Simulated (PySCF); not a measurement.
CH6FNOSi2. Atoms are numbered in the order given.

```xyz
12

N      2.3589     0.2971    -0.2193
Si     1.0175    -0.6420     0.2740
O      0.0287    -1.3536    -0.9207
C     -1.2328    -0.6750    -0.9580
Si    -1.0400     0.4083     0.6100
F     -1.1995     2.0164     0.3608
H      2.2562     1.1534    -0.7504
H      3.2852    -0.1023    -0.3135
H      1.5763    -1.7065     1.1535
H     -1.3456    -0.0914    -1.8899
H     -2.0593    -1.4059    -0.9240
H     -1.9479     0.0755     1.7495
```
Charge 0, spin multiplicity 1.

The structure is a stationary point at PBE0-D3(BJ)/def2-SVP. The structure was generated by enumeration; whether it is a known compound was not checked. The values are those of a single conformer.

Vertical ionisation energy (IE) and electron affinity (EA) in eV. Rows of orbital energies are one-electron estimates. Where ΔSCF, EOM or ADC give a negative EA the extra electron is unbound and the value depends on the basis.

| level | IE | EA |
|---|---|---|
| −ε(HOMO), −ε(LUMO), CAM-B3LYP/def2-TZVP (PySCF) | 8.83 | -0.42 |
| −ε(HOMO), −ε(LUMO), PBE/def2-TZVP (PySCF) | 6.19 | 1.48 |
